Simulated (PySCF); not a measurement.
# Distorted geometries of Y2S3

Y2S3 (singlet). PySCF 2.14.0, RKS PBE0, Y def2-SVP with ECP28, S def2-SVP; non-relativistic Hamiltonian with scalar-relativistic core potentials where named; density fitting; no spin-orbit coupling. Relaxed geometry:

```xyz
5

Y    -0.6183   -0.0566    2.3087
Y    -0.6183   -0.0566   -2.3087
S    -1.6642   -0.1522    0.0000
S     1.6395    0.1500    2.6678
S     1.6395    0.1500   -2.6678
```

Task: Order these distorted geometries by energy above the relaxed one, lowest first.
A.
```xyz
5

Y    -0.6203   -0.2130    2.3646
Y    -0.5896   -0.0582   -2.4280
S    -1.6412   -0.0194    0.0789
S     1.5071    0.1618    2.6627
S     1.7223    0.1635   -2.6782
```
B.
```xyz
5

Y    -0.6390    0.0099    2.5928
Y    -0.5037   -0.1511   -2.3950
S    -1.6616   -0.0311   -0.0925
S     1.6125    0.0996    2.4464
S     1.5701    0.1072   -2.5517
```
C.
```xyz
5

Y    -0.6208   -0.0159    2.3453
Y    -0.5927   -0.0653   -2.2941
S    -1.6545   -0.1867   -0.0240
S     1.6420    0.1547    2.6108
S     1.6042    0.1479   -2.6379
```

Result: C (0.07 eV), A (0.35 eV), B (1.09 eV).

Task: Which forces (eV/Å) act in the one that lies 1.09 eV up?

Result: 
```
Y   -0.76 -0.02 -2.29
Y   -6.25 -0.72  0.94
S    0.61 -0.02  1.50
S    0.34  0.00  0.33
S    6.06  0.75 -0.48
```
Forces carry noise of the integration grid, about 0.01 to 0.03 eV/Å.

A frequency check found unstable modes (1, the lowest at -30 cm⁻¹), so the relaxed geometry is a saddle point, or these are noise.
